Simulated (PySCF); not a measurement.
CH4ClGeNSi, SMILES Cl[Si@H]1N=[CH][GeH2]1. Geometry: B3LYP-D3(BJ)/def2-SVP. The structure was generated by enumeration; whether it is a known compound was not checked.

Computed equilibrium geometry at B3LYP-D3(BJ)/def2-SVP (PySCF confirms it by a frequency run) as Cartesian coordinates in Å:
```xyz
9

Cl     2.0576    -1.4675    -0.3106
Si     0.9412     0.0857     0.4955
N      0.7456     1.4523    -0.6557
C     -0.5233     1.5391    -0.8259
Ge    -1.4478     0.0636     0.2166
H      1.6110     0.5044     1.7552
H     -0.9569     2.3376    -1.4587
H     -2.4499     0.4999     1.3120
H     -2.1093    -1.0285    -0.6531
```
